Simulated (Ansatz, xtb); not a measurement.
**A geometry optimisation of F2HSiSn+ with r2SCAN-D4/def2-SVP**

The starting geometry of this gas-phase singlet was built from a drawn formula by distance geometry and a force field; its bonds are those of `F[Si+]=[SnH][F]`.

```xyz
5

F    -3.8553   -2.1934   -0.4311
F     0.8356   -0.1492   -1.4665
Si   -2.2962   -1.5627   -0.1924
Sn   -0.2409   -0.7155    0.0809
H     0.4134   -0.5433    1.6895
```

**Question.** Predict what it relaxes into with r2SCAN-D4/def2-SVP.

**Answer.** It rearranges, giving a structure given below by its coordinates. Distances that change by over a tenth: F2–Sn4 (1.97 → 2.46 Å). Contacts that open: Si3–Sn4 (2.24 → 3.38 Å). Contacts that close: F2–Si3 (3.66 → 1.69 Å).

The energy falls by 5.37 eV over 59 steps:

```
step  E − E(last) (eV)
   1             5.373
   7             2.366
  14             1.863
  20             1.853
  27             1.844
  33             0.543
  40             0.166
  46             0.151
  53             0.140
  59             0.000
```

Final geometry (Å):

```xyz
5

F    -2.3698   -0.8346   -0.0753
F    -0.4953   -2.0585   -0.7729
Si   -1.9469   -1.6115   -1.5171
Sn   -0.4620   -1.0370    1.4658
H     0.1305    0.3776    0.5797
```

From the same start GFN2-xTB ends elsewhere, differing in F2–Si3 (5.00 against 1.69 Å here), F2–Sn4 (2.04 against 2.46 Å here), Si3–H5 (1.54 against 3.56 Å here), Sn4–H5 (3.08 against 1.77 Å here).

No frequencies were run, so the end isn't proven a minimum. Atoms past krypton carry core potentials, without spin–orbit terms. Run with Ansatz 0.2.0, 88 s on 1 thread of Intel(R) Xeon(R) 6975P-C (Granite Rapids), on a shared host.
